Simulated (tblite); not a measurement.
Compound: C2H10Ge2SSe.
Atom-mapped SMILES: `[CH3:1][C@H:2]([GeH3:3])[S:4][GeH2:5][SeH:6]` (hydrogens: H7, H8, H9 on C1; H10 on C2; H11, H12, H13 on Ge3; H14, H15 on Ge5; H16 on Se6)

Computed with GFN2-xTB (tblite), gas phase: L-BFGS steps from a force-field or distance-geometry start until the largest atomic force falls under 0.01 eV/Å.

Step 25: E = -535.7370 eV
```
atom  x, y, z in Å  |  force x, y, z in eV/Å
C1     -1.3060    1.4591   -0.8539   -0.006  -0.001  -0.005
C2     -0.5689    0.2737   -0.2657   -0.018  -0.012   0.009
Ge3    -1.7948   -1.0524    0.5454   -0.001  -0.003  -0.008
S4      0.5450    0.8533    1.0983    0.007  -0.017  -0.026
Ge5     2.1924   -0.5896    0.8116    0.036   0.005  -0.029
Se6     3.2389   -0.3890   -1.2844   -0.010   0.026   0.018
H7     -0.6131    2.1786   -1.2858    0.014   0.018  -0.007
H8     -1.9868    1.1117   -1.6311    0.010  -0.006  -0.045
H9     -1.8940    1.9628   -0.0884    0.019   0.005   0.045
H10     0.0660   -0.1796   -1.0328    0.001   0.003   0.019
H11    -1.0129   -2.1798    1.1383    0.002  -0.018   0.018
H12    -2.7430   -1.6156   -0.4651   -0.020  -0.001  -0.028
H13    -2.5666   -0.3838    1.6273   -0.028   0.006   0.023
H14     1.6827   -2.0245    0.8251    0.012   0.013   0.020
H15     3.1675   -0.4144    1.9589    0.004   0.009  -0.015
H16     3.5860    0.9983   -1.1090   -0.022  -0.028   0.011
```

Step 26: E = -535.7374 eV
```
atom  x, y, z in Å  |  force x, y, z in eV/Å
C1     -1.3041    1.4590   -0.8534   -0.019   0.016  -0.009
C2     -0.5711    0.2724   -0.2657   -0.006  -0.032   0.018
Ge3    -1.7978   -1.0519    0.5454   -0.006  -0.023   0.000
S4      0.5421    0.8493    1.0988    0.024  -0.010  -0.013
Ge5     2.1946   -0.5880    0.8095    0.022  -0.003  -0.007
Se6     3.2400   -0.3886   -1.2857   -0.009   0.018   0.008
H7     -0.6097    2.1779   -1.2828    0.023   0.025  -0.013
H8     -1.9849    1.1152   -1.6314    0.002  -0.015  -0.061
H9     -1.8919    1.9620   -0.0880    0.010   0.018   0.057
H10     0.0636   -0.1828   -1.0314    0.008  -0.001   0.007
H11    -1.0138   -2.1797    1.1379   -0.010  -0.005   0.013
H12    -2.7446   -1.6159   -0.4668   -0.018   0.002  -0.021
H13    -2.5706   -0.3836    1.6278   -0.021   0.000   0.014
H14     1.6878   -2.0243    0.8279    0.013   0.016   0.013
H15     3.1666   -0.4108    1.9594    0.007   0.013  -0.020
H16     3.5860    0.9988   -1.1129   -0.020  -0.019   0.013
```

Q: Estimate the geometry and energy of step 27. (The exact step hangs on the optimiser's Hessian estimate; all steps are aligned on step 26, rigid shifts and turns removed.)

A: E = -535.7379 eV, largest force 0.060 eV/Å
```
atom  x, y, z in Å  |  force x, y, z in eV/Å
C1     -1.3023    1.4591   -0.8530   -0.026   0.027  -0.011
C2     -0.5736    0.2704   -0.2654    0.006  -0.035   0.016
Ge3    -1.8013   -1.0520    0.5456   -0.016  -0.036   0.009
S4      0.5395    0.8447    1.0991    0.038  -0.001   0.001
Ge5     2.1974   -0.5863    0.8071    0.003  -0.010   0.017
Se6     3.2410   -0.3879   -1.2869   -0.008  -0.001  -0.008
H7     -0.6056    2.1777   -1.2799    0.021   0.020  -0.010
H8     -1.9827    1.1187   -1.6328    0.000  -0.015  -0.058
H9     -1.8893    1.9614   -0.0865    0.004   0.024   0.051
H10     0.0612   -0.1861   -1.0297    0.012  -0.008  -0.005
H11    -1.0149   -2.1797    1.1378   -0.021   0.007   0.008
H12    -2.7468   -1.6163   -0.4691   -0.013   0.004  -0.009
H13    -2.5754   -0.3834    1.6286   -0.011  -0.010  -0.001
H14     1.6937   -2.0238    0.8311    0.014   0.017   0.005
H15     3.1658   -0.4065    1.9596    0.013   0.017  -0.022
H16     3.5857    0.9989   -1.1169   -0.016   0.000   0.017
```

The energy changes by -0.0005 eV. The first-order estimate −F·Δx gives -0.0006 eV and the mean of the old and new forces, exact on a quadratic surface, -0.0005 eV. The step makes an angle of 73° with the force vector and moves no atom by more than 0.007 Å.

What follows is the cost of the whole relaxation. On one thread of an Arm Neoverse N1, on a shared host, this took 1.7 s of wall time.
